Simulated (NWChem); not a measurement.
Species: silicon monosulfide (SiS, singlet); SMILES [Si]=S

```xyz
2

Si     0.0000     0.0000     1.0365
S      0.0000     0.0000    -0.9032
```
Atoms are numbered in this order, from 1.

Results from NWChem. Low-valent species are run as closed-shell singlets; no triplet was tried in these runs. Structure relaxed at the PBE0/def2-SVP level. Solvent water, SMD (1 M gas to 1 M solution), gas-phase geometry. Reactions with the solvent are ignored.

| level | basis functions | solvation free energy (kcal/mol) | cavity-dispersion-structure term (kcal/mol) | dipole in solution (D) |
|---|---|---|---|---|
| M06-2X/3-21G | 26 | ___ | -0.4 | ___ |
| M06-2X/pcseg-1 | 36 | -2.6 | -0.4 | 3.07 |
| M06-2X/aug-pcseg-1 | 54 | -2.4 | -0.4 | 2.80 |
| M06-2X/pcseg-2 | 68 | -2.6 | -0.4 | 3.12 |
| M06-2X/def2-TZVPP | 84 | -2.4 | -0.4 | 2.89 |
| M06-2X/def2-QZVP | 140 | -2.4 | -0.4 | 2.87 |

Problem. Fill in the missing entries.

Solution. 
- M06-2X/3-21G, solvation free energy (kcal/mol): -3.2
- M06-2X/3-21G, dipole in solution (D): 3.34
